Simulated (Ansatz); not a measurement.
The same path of CH4O + HSe (8 atoms, charge 0, multiplicity 2) was run twice with different band settings.

Method: UKS PBE/def2-SVP in Ansatz 0.2.0.

Relaxed end points:

```xyz
8
Properties=species:S:1:pos:R:3
H -0.229 -0.863 -1.015
Se 2.304 -0.925 -0.797
O -0.415 -0.941 -0.056
C -0.882 0.316 0.409
H 2.269 0.441 -0.210
H -1.896 0.555 0.011
H -0.200 1.157 0.146
H -0.951 0.261 1.513
```

```xyz
8
Properties=species:S:1:pos:R:3
H -0.035 -0.348 -1.304
Se 2.277 -1.114 -0.594
O -0.508 -0.724 -0.531
C -0.910 0.347 0.309
H 2.273 -0.056 0.455
H -1.312 -0.094 1.242
H -1.716 0.963 -0.158
H -0.068 1.027 0.581
```

Common settings: movable images 5; climbing image yes; spring 5.0 eV/Å²; optimiser quadratic models (default); start path through a guess of the saddle point; iteration limit 60; end points relaxed.

| run | force threshold |
| --- | --- |
| 1 | 0.03 eV/Å |
| 2 | 0.2 eV/Å |

(1) What does each run give, and how far can it be trusted?

Answers

(1) Run 1: converged after 10 iterations, highest image 0.045 eV above the first end. A vibrational analysis at the climbing image gives one clearly imaginary mode, 155i cm⁻¹: a first-order saddle point.
Run 2: converged after 6 iterations, highest image 0.047 eV above the first end. The threshold of 0.2 eV/Å is loose, so the images may lie well off the minimum-energy path. Another band between the same ends (5 images) ends at a top of the same energy, where a vibrational analysis finds 1 clearly imaginary mode.
